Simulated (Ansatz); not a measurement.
# From C to Sn: the atomisation energy (no zero-point term)

One atom is swapped for its congeners: C2H6S (dimethyl sulfide) `CSC`; CH6GeS `C[S][GeH3]`; CH6SSn `C[S][SnH3]`. The Si member is missing. All are singlets with charge 0.

Shapes, held fixed at every level: PBE0-D4/def2-TZVP. Programs: Ansatz 0.2.0. Values in eV.

```json
{"level": "HF/def2-TZVPP", "C2H6S": "24.85", "CH6GeS": "21.35", "CH6SSn": "20.01"}
{"level": "PBE-D4/def2-TZVPP", "C2H6S": "33.84", "CH6GeS": "29.07", "CH6SSn": "27.63"}
{"level": "r2SCAN-D4/def2-TZVPP", "C2H6S": "33.39", "CH6GeS": "29.04", "CH6SSn": "27.54"}
{"level": "BHLYP-D4/def2-TZVPP", "C2H6S": "32.59", "CH6GeS": "28.35", "CH6SSn": "26.96"}
{"level": "PBE0-D4/def2-TZVPP", "C2H6S": "33.46", "CH6GeS": "28.85", "CH6SSn": "27.40"}
{"level": "MP2/def2-TZVPP", "C2H6S": "32.72", "CH6GeS": "28.33", "CH6SSn": "26.70"}
{"level": "CCSD(T)/def2-TZVPP", "C2H6S": "32.54", "CH6GeS": "28.42", "CH6SSn": "26.97"}
```

At CCSD(T)/def2-TZVPP the atomisation energy falls at every step, from 32.54 to 26.97 eV. Every level shows the same order. For atoms past krypton def2 sets carry core potentials with scalar relativity. Relativity is left out for Ge unless named. Correlated rows may include outer-core shells of Ge, Sn, which these sets cover unevenly. Spin-orbit coupling, which grows down the group, is left out (summed over each molecule's free atoms 0.03, 0.15, 0.33 eV).
